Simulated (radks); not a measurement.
The numbers below are computed, except where a source is named.
Task: These are the eigenvalues of the occupied orbitals of an atom or ion with whole-number occupations (hartree). Code: a radial shooting solver on a logarithmic mesh with Libxc functionals. Model: Dirac Kohn-Sham, exchange-only PBE, spin-unpolarised, spherical densities, finite nucleus; Fermi nuclear charge, rms radius of each element as measured or else 0.836 A^(1/3) + 0.57 fm.

1s1/2: -2394.977
2s1/2: -467.6638
2p1/2: -450.1147
2p3/2: -408.8462
3s1/2: -158.6147
3p1/2: -150.9809
3p3/2: -141.7893
3d3/2: -129.1056
3d5/2: -127.0636
4s1/2: -77.40768

Which element is it, and in what charge state? The configuration may be excited. Open shells, if any, fill j = l - 1/2 first.

Result: Z = 71, lutetium, charge +42: Lu42+ in [Ar] 3d10 4s1. The list shows which subshells hold electrons but not how many an open one holds; the 1s level, -2395 hartree, gives Z - s = 69.2 by -(Z - s)^2/2, which with screening and relativity narrows Z to a few neighbours, and the depths of the outer levels then fix element, charge and occupations together.
